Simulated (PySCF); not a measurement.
# Working out the ionisation energy of Br

Br [Ar] 3d10 4s2 4p5 (2P) → Br+ [Ar] 3d10 4s2 4p4 (3P). Computed with PySCF 2.14 in def2-QZVPPD (12s8p5d4f1g, 98 functions), with the non-relativistic Hamiltonian (point nucleus). Frozen: [Ne]. Energies in hartree (1 hartree = 27.21139 eV):

| part | Br (lower) | Br+ (upper) |
| --- | --- | --- |
| UHF | -2572.447729 | -2572.052708 |
| MP2 opposite-spin | -0.527406 | -0.499117 |
| MP2 same-spin | -0.261493 | -0.252380 |

Task: What does Hartree-Fock give?

Result: (-2572.052708) − (-2572.447729) = 0.395021 hartree = 10.749 eV.

Task: What do MP2 and SCS-MP2 (6/5 opposite-spin, 1/3 same-spin) give?

Result: The opposite-spin parts differ by 0.770 eV and the same-spin parts by 0.248 eV. MP2: 10.749 + (0.770) + (0.248) = 11.767 eV. SCS-MP2: 10.749 + 1.2 × (0.770) + (0.248)/3 = 11.756 eV.

Measured between the centres of the two terms (NIST): 11.844 eV, so MP2 (valence and next inner shell) is off by -0.077 eV.

The calculation is non-relativistic.

What remains against the reference includes basis incompleteness, the frozen core and correlation beyond second order.
